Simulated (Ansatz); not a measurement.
Compare A (`CN(C)[SiH]`) with its isomer B (`CN1C[SiH2]1`).

Calculated with Ansatz (gas phase, PBE0-D4/def2-TZVP geometries, no zero-point term in ΔE). CCSD(T)/CBS adds triple-zeta CCSD(T) − MP2 to the extrapolated MP2 energy (def2 sets, frozen cores). Functionals use def2-TZVPP. B3LYP here is the variant with VWN-RPA as its local correlation; programs differ in this.

(1) Which isomer does CCSD(T)/CBS put lower? Give the gap. (Best estimate.)

(2) Give E(B) − E(A) in kcal/mol with r2SCAN-D4, B2PLYP, ωB97M-V, LDA (SPW92), B3LYP-D4, CCSD(T)/def2-TZVPP, BLYP-D4. (Estimate.)

(3) Does the order hold for the free energy at 298.15 K (harmonic terms from PBE0-D4)? (Best estimate.)

Largest T1 diagnostic: 0.015.

Results:

(1) Ansatz gave: A, by 10.5 kcal/mol.

(2) Computed: r2SCAN-D4 6.7, B2PLYP 10.5, ωB97M-V 10.7, LDA (SPW92) 8.9, B3LYP-D4 11.8, CCSD(T)/def2-TZVPP 11.8, BLYP-D4 13.1. None reverses the order clearly.

(3) The calculation gave: Yes: G(B) − G(A) = +8.2 kcal/mol.

From PBE to PBE0 (25 % exact exchange), in def2-TZVPP and without D4, E(B) − E(A) moves by −0.9 kcal/mol. Leaving LDA and LC-ωPBE aside and taking each functional with its dispersion term where it has one, the values spread over 6.3 kcal/mol, from r2SCAN-D4 to BLYP-D4.
